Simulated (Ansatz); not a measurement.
`[F][Al-]([F])([F])[PH3+]`, 8 atoms. The species carries charge 0 and has multiplicity 1. All runs use 4 threads of an Arm Neoverse V2 on a shared host. Correlated methods freeze the cores.

Problem. How many basis functions does each run have, and how long does it take in Ansatz? RKS PBE0-D4/def2-SVP energy; RKS PBE0-D4/def2-TZVP frequencies; RHF-CCSD(T)/def2-TZVPP energy; RKS r2SCAN-D4/def2-TZVPP energy and forces; RKS r2SCANh-D4/def2-TZVPP energy; RKS B2PLYP (frozen core)/def2-TZVPP energy; RHF-CCSD(T)/def2-SVP energy; RKS PBE0-D4/def2-TZVP relaxation (8 steps); RKS PBE0-D4/def2-QZVPP energy; RKS ωB97M-V/def2-QZVPP energy; RKS revPBE-D4/def2-TZVPP energy; direct RPA on PBE orbitals/def2-TZVPP energy. (Estimate.)

Solution. The calculation gave: Other jobs shared the machine, so times are rough.

```csv
level,job,functions,wall time,peak host memory (GiB)
RKS PBE0-D4/def2-SVP,energy,93,0.75 s,0.41
RKS revPBE-D4/def2-TZVPP,energy,219,1.4 s,0.26
RHF-CCSD(T)/def2-SVP,energy,93,2.5 s,0.41
direct RPA on PBE orbitals/def2-TZVPP,energy,219,3.1 s,0.43
RKS B2PLYP (frozen core)/def2-TZVPP,energy,219,3.3 s,0.5
RKS r2SCAN-D4/def2-TZVPP,energy and forces,219,3.3 s,0.28
RKS r2SCANh-D4/def2-TZVPP,energy,219,3.6 s,0.51
RKS PBE0-D4/def2-QZVPP,energy,401,5.5 s,1.3
RKS ωB97M-V/def2-QZVPP,energy,401,13 s,1.5
RKS PBE0-D4/def2-TZVP,relaxation (8 steps),185,19 s,0.44
RKS PBE0-D4/def2-TZVP,frequencies,185,70 s,0.44
RHF-CCSD(T)/def2-TZVPP,energy,219,80 s,3.4
```
